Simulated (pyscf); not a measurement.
`[SH][Zn][SH]`, singlet

Gas-phase minimum from PySCF at ωB97X-D3(BJ)/def2-SVP, one conformer. 

```
Zn
S 1 2.1675
H 2 1.3492 1 93.18
S 1 2.1675 3 149.09 2 179.81
H 4 1.3492 1 93.18 3 92.12
```

Properties at ωB97X-D3(BJ)/def2-SVP:

```
Property                                                                                                                                                         Result
---------------------------------------------------------------------------------------------------------------------  ------------------------------------------------
Harmonic wavenumbers, unscaled                                                                                         95, 95, 133, 339, 476, 637, 640, 2746, 2746 cm⁻¹
Zero-point energy                                                                                                                                         11.3 kcal/mol
Rotational symmetry number                                                                                                                                            2
Entropy of this conformer at 298 K and 1 atm, rigid rotor and harmonic oscillator, modes under 100 cm⁻¹ raised to 100                                   317.8 J/(mol K)
Dipole moment                                                                                                                                                    1.22 D
```

Single-point totals, which compare only within one level (frozen core for MP2 and CC):

```tsv
level	total energy (hartree)
ωB97X-D3(BJ)/def2-TZVP	-2577.07101
PBE/def2-TZVP	-2576.46879
r²SCAN/def2-TZVP	-2577.01186
B3LYP-D3(BJ)/def2-TZVP	-2577.17418
PBE0-D3(BJ)/def2-TZVP	-2576.55643
M06-2X/def2-TZVP	-2577.01729
ωB97M-D3(BJ)/def2-TZVP	-2577.20540
HF/def2-TZVPP	-2574.13066
MP2/def2-TZVPP	-2575.31736
CCSD/def2-TZVPP	-2575.26946
CCSD(T)/def2-TZVPP	-2575.30529
```

Soft torsions are taken as harmonic, which can shift the entropy by several J/(mol K). The CCSD(T) − MP2 part came from Ansatz, without density fitting, on the same reference. The frozen core leaves the outer d or s,p core shells of the metals and heavy elements correlated in the MP2 and CC values, and def2-TZVPP describes them poorly, so these totals are far from the basis limit. Elements up to Kr have no core potential and no relativistic terms here.
